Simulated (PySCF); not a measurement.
# Computed spin Hamiltonian

Species: C6H8FOS (doublet state).
Cartesian coordinates in Å at the GFN2-xTB level; atoms count from 1:
```
atom  x, y, z in Å
C1    -2.2410   -0.9115    0.6198
C2    -1.4578   -0.7669   -0.6201
C3    -0.2283    0.0404   -0.2572
C4    -0.0748    1.3376   -0.4720
S5     1.4327    2.0548    0.2322
O6     1.0728    2.5003    1.5792
C7     2.0869    0.2991    0.4549
F8     2.8859    0.0287   -0.6269
C9     0.8911   -0.6361    0.4852
H10   -2.8687   -0.1073    0.9500
H11   -2.0275   -1.7067    1.3074
H12   -1.1475   -1.7381   -1.0107
H13   -2.0220   -0.2271   -1.3822
H14   -0.7697    1.9921   -0.9628
H15    2.7173    0.2690    1.3469
H16    0.5905   -0.8261    1.5176
H17    1.1532   -1.5903    0.0220
```

The hyperfine couplings belong to this conformer and change with its torsions.

The species is `[CH2]CC1=C[S@@](=O)[C@H](F)C1` [radical].

Computed, not measured: PySCF, UKS B3LYP, pcH-1 on C F H O S, non-relativistic, mean-field spin-orbit, GIAO. The structure is a single GFN2-xTB conformer in the gas phase; no vibrational or solvent corrections. The geometry wasn't refined by DFT: couplings that depend on bond lengths, twists or pyramidal angles can differ widely from those at the functional's own minimum. The SCF solution wasn't tested for stability.

```
g1, g2, g3        : 2.00213, 2.00252, 2.00290
g_iso             : 2.00252
Form of g         : rhombic: the two nearest values differ by 50 % of g3 − g1
⟨S²⟩              : 0.7540 (exact 0.7500)
α and β electrons : 39, 38
```

Isotropic coupling and dipolar principal values T1 to T3, in MHz; ρ(0) is the spin density at the nucleus:

```
atom  isotope  a_iso  of which spin–orbit     T1     T2     T3  Mulliken spin population  ρ(0) (bohr⁻³)
  C1      13C   98.5                 -0.1  -80.6  -79.8  160.4                      1.06         0.0877
  C2      13C  -28.5                  0.0   -2.7    0.8    1.9                     -0.08        -0.0253
  C3      13C   81.6                  0.0   -8.6   -4.4   13.0                      0.02         0.0726
  C4      13C    3.3                  0.0   -4.5   -3.1    7.6                      0.05         0.0030
  S5      33S    0.8                  0.0   -0.3   -0.2    0.5                      0.00         0.0022
  O6      17O   -0.5                  0.0   -3.3    1.4    2.0                      0.01         0.0009
  C7      13C   -0.9                  0.0   -0.3   -0.2    0.5                      0.00        -0.0008
  F8      19F    4.2                  0.0   -1.2   -0.8    2.0                      0.00         0.0010
  C9      13C   -0.6                  0.0   -0.9    0.3    0.7                      0.00        -0.0005
 H10       1H  -60.6                  0.0  -38.6   -0.6   39.2                     -0.04        -0.0136
 H11       1H  -61.9                  0.0  -38.9   -0.3   39.2                     -0.05        -0.0139
 H12       1H   30.2                  0.0   -4.9   -4.4    9.3                      0.01         0.0068
 H13       1H   39.2                  0.0   -5.0   -4.4    9.4                      0.02         0.0088
 H14       1H   -2.3                  0.0   -1.9   -0.7    2.6                      0.00        -0.0005
 H15       1H    1.4                  0.0   -0.6   -0.6    1.2                      0.00         0.0003
 H16       1H   -1.3                  0.0   -3.4   -2.3    5.7                      0.00        -0.0003
 H17       1H   -0.3                  0.0   -1.7   -1.4    3.2                      0.00        -0.0001
```

Largest spin populations (Mulliken): C1 (+1.06) and C2 (-0.08). C1 is the only atom above +0.15. The positive populations add up to 1.17 and the negative ones to -0.17, together 2S = 1. The angles at C1 add up to 358.6°, so it is planar; its axial dipolar tensor and the negative couplings of its protons fit spin in a p orbital normal to that plane.

Axes: g2 points within 13° of the C1–C2 bond.

Under fast tumbling the dipolar parts average out, and these isotropic splittings remain (the largest six): 2 × 1H (H10/H11, I = 1/2, 3 lines) with 2.19 mT, 1 × 1H (H13, I = 1/2, 2 lines) with 1.40 mT, 1 × 1H (H12, I = 1/2, 2 lines) with 1.08 mT, 1 × 19F (F8, I = 1/2, 2 lines) with 0.15 mT, 1 × 1H (H14, I = 1/2, 2 lines) with 0.08 mT and 1 × 1H (H15, I = 1/2, 2 lines) with 0.05 mT.

Nuclei that the bonding pattern makes equivalent are averaged, as if the motion that swaps them (rotation, inversion, ring flip) were fast.

The 13C coupling of C1 (98.5 MHz) shows only in satellite lines or after enrichment, since that isotope makes up about 1.07 % of natural carbon.

Examples of negative spin density at the nucleus (bohr⁻³): C2 (-0.0253) and H10/H11 (-0.0137).
